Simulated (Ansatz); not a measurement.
Compare A (`C[SiH](F)[SiH2]O`) with its isomer B (`OC(F)[SiH2][SiH3]`).

Program: Ansatz. Geometries: PBE0-D4/def2-TZVP. ΔE: electronic, gas phase. CBS: MP2 limit from def2 TZ/QZ plus the TZ coupled-cluster correction, frozen cores. Functionals use def2-TZVPP. B3LYP here is the variant with VWN-RPA as its local correlation; programs differ in this. Each species was taken in one conformer, which may not be the lowest.

Q: Which is lower in electronic energy at CCSD(T)/CBS, and by how much? (An estimate is asked.)

A: The calculation gave: A, by 90.2 kcal/mol.

Q: Give E(B) − E(A) in kcal/mol with MP2/def2-TZVPP, B2PLYP, B3LYP-D4, PBE0-D4, HF/def2-TZVPP, PBE-D4, CCSD/def2-TZVPP. (An estimate is asked.)

A: Computed: MP2/def2-TZVPP 92.8, B2PLYP 89.3, B3LYP-D4 87.0, PBE0-D4 84.9, HF/def2-TZVPP 90.6, PBE-D4 81.9, CCSD/def2-TZVPP 88.9. None reverses the order clearly.

Largest T1 diagnostic: 0.013.

From PBE to PBE0 (25 % exact exchange), in def2-TZVPP and without D4, E(B) − E(A) moves by +3.0 kcal/mol.
